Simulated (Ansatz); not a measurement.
Reaction (ligand exchange at a Ge–S bond): `F[CH2][GeH2][SH]` + HBr → `F[CH2][GeH2][Br]` + H₂S

Gas-phase electronic energies from Ansatz, PBE0-D4/def2-TZVP geometries. CCSD(T)/CBS is the MP2 limit (def2-TZVPP, def2-QZVPP) plus CCSD(T) − MP2 in def2-TZVPP, frozen cores. This one scheme is used for every species. DFT in def2-TZVPP. B3LYP here is the variant with VWN-RPA as its local correlation; programs differ in this. For Br, Ge outer-core shells are correlated without core-valence functions, which leaves a few kJ/mol of doubt a bond. Scalar relativity is left out up to krypton. Each species was taken in one conformer, which may not be the lowest.

| level | ΔE (kJ/mol) |
| --- | --- |
| PBE0-D4 | -36.1 |
| B3LYP-D4 | -37.9 |
| ωB97X-V | -38.4 |
| B2PLYP | -38.9 |
| PBE0 | -37.2 |
| HF/def2-TZVPP | -49.7 |
| CCSD/def2-TZVPP | -38.0 |
| SCS-MP2/def2-QZVPP | -38.9 |

(1) What does CCSD(T)/CBS give? (An estimate is asked.)

Largest T1 diagnostic among the species: 0.011.

## Answers

(1) The calculation gave: -37.2 kJ/mol. The listed levels differ from it by 1.1, -0.7, -1.2, -1.7, 0.0, -12.5, -0.8, -1.7 kJ/mol.

In def2-TZVPP, CCSD(T) changes the Hartree–Fock value by +13.7 kJ/mol (the triples alone add +2.0 kJ/mol) and MP2 by +13.0 kJ/mol.
